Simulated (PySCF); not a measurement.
C7H13ClSi.
SMILES with atom numbers: `[CH3:1][C@@H:2]1[CH2:3][SiH2:4][CH2:5]/[C:6](=[CH:7]/[Cl:8])[CH2:9]1`

Probes without a nucleus sit at each ring's centroid and 1 Å off its mean plane on both sides; NICS is minus the shielding there, NICSzz its component along the normal. Level: GIAO PBE0/pcSseg-1 (PySCF, non-relativistic, gas phase) on the GFN2-xTB geometry, one conformer.

Ring bond lengths (Å), with Mayer bond orders in brackets: C2–C3 1.531 (1.00), C3–Si4 1.900 (0.91), Si4–C5 1.911 (0.88), C5–C6 1.491 (1.04), C6–C9 1.498 (1.05), C9–C2 1.538 (0.97).

Q: What do the NICS probes read (ppm)?

A: 
```json
{"ring": "C2–C3–Si4–C5–C6–C9", "type": "6-membered ring with Si; formal bonds all single", "NICS(0)": "-2.5", "NICS(1), two faces": "-3.4 / -1.7", "NICS(1)zz, two faces": "2.1 / 4.5", "rms pucker (Å)": "0.25", "centre to ring atoms, mean (Å)": "1.58"}
```

Q: What can be read from them?

A: 
- C2–C3–Si4–C5–C6–C9: mean NICS(1)zz 3.3 ppm, deshielded. C2, C3, Si4, C5, C9 have four or more neighbours, and the NICS criterion for π rings isn't applied.

Q: What field does 1 T along the ring normal induce along that normal at the first NICS(1) probe listed for ring C2–C3–Si4–C5–C6–C9, 1 Å off the ring?

A: NICSzz × B0 = 2.1 ppm × 1 T = 2 μT, along the applied field.

Q: How shielded are the nuclei of the rings and their hydrogens (means over atoms taken as equivalent)?

A: 
```tsv
atoms	environment	σ isotropic (ppm)
C2	sp3 CH carbon	149.5
C3	sp3 carbon bound to silicon	166.7
Si4	SiH2 silicon	390.2
C5	sp3 carbon bound to silicon	164.3
C6	fully substituted alkene carbon	37.8
C9	allylic carbon	143.5
H on C2	methine hydrogen	30.17
H on C3	methylene hydrogen	30.76
H on C3	methylene hydrogen	31.25
H on Si4	Si–H hydrogen	27.39
H on Si4	Si–H hydrogen	27.68
H on C5	methylene hydrogen	29.88
H on C5	methylene hydrogen	30.08
H on C9	methylene hydrogen	30.54
```

The list is cut; further classes of hydrogen are left out.
